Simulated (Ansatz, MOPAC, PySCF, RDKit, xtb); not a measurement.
Noncovalent pair: C2H4 (SMILES C=C) (first 6 atoms) with H4OSi (SMILES O[SiH3]); geometry from B3LYP-D3(BJ)/def2-TZVP, rigid monomers moved along the line of their centres of mass till C2···H9 is 4.25 Å.
(charge 0, multiplicity 1):
```xyz
12

C      0.6359     0.5771     0.2490
C     -0.0404    -0.5603     0.1469
H      0.1645     1.4910     0.5903
H      1.6860     0.6407    -0.0089
H      0.4294    -1.4733    -0.1983
H     -1.0918    -0.6222     0.4008
O      0.4096    -0.5135     5.3236
Si    -0.9051     0.2240     5.9889
H      0.4861    -0.4731     4.3618
H     -0.9363     1.6780     5.6845
H     -0.8039     0.0256     7.4487
H     -2.1773    -0.3620     5.4931
```

```tsv
level	interaction energy (kJ/mol)	cost
MMFF94	-2.2	-
GFN-FF	-1.4	-
PM7	-1.4	-
GFN1-xTB	-1.0	-
HF/STO-3G (no counterpoise)	-0.5	-
HF/6-31G*	-2.1	-
HF/aug-cc-pV(D+d)Z	-2.3	-
PBE/def2-TZVPPD	-2.3	×1
PBE-D4/def2-TZVPPD	-3.1	×1
r2SCAN/def2-TZVPPD	-2.3	×2
r2SCAN-D4/def2-TZVPPD	-2.9	×2
B3LYP/3-21G (no counterpoise)	-2.1	-
B3LYP/6-31G* (no counterpoise)	-2.2	-
B3LYP-D4/def2-TZVPPD	-2.8	×1
PBE0-D3(BJ)/def2-TZVPPD	-3.2	×1
PBE0-D4/def2-TZVPPD	-3.1	×1
wB97X-V/def2-TZVPPD	-2.8	×3
MP2/aug-cc-pV(D+d)Z	-2.8	-
SCS-MP2/aug-cc-pV(D+d)Z	-2.6	-
CCSD(T)/aug-cc-pV(D+d)Z	-2.7	×10
```

The rows run from -3.2 (PBE0-D3(BJ)/def2-TZVPPD) to -0.5 kJ/mol (HF/STO-3G (no counterpoise)). In aug-cc-pV(D+d)Z the value moves HF -2.3, MP2 -2.8, CCSD(T) -2.7, a shift of -0.3 from HF to CCSD(T). The dispersion term adds -0.8 in PBE-D4, -0.6 in r2SCAN-D4. The 3 functionals in def2-TZVPPD without D3 or D4 span 0.5, from wB97X-V to r2SCAN.

Counterpoise-corrected where a basis set is named; no monomer relaxation. Rows marked so take none.

Cores are frozen in the correlated methods. Rows in 3-21G, 6-31G*, STO-3G carry no dispersion term and start afresh at each structure (6-31G* with six Cartesian d functions). The state reached by PM7 isn't checked; PM7 holds dispersion and hydrogen-bond terms.

Programs: Ansatz (a first-principles code); MOPAC for PM7 (differences of heats of formation); PySCF for 3-21G rows, 6-31G* rows, STO-3G rows, the dispersion terms; RDKit for the force fields; xtb for the GFN methods. Values without a source in brackets are computed.

Costs are rough ratios of core time to PBE/def2-TZVPPD (about 8 s over the structures, on one shared machine); a dash marks a level with no comparable run of its own.
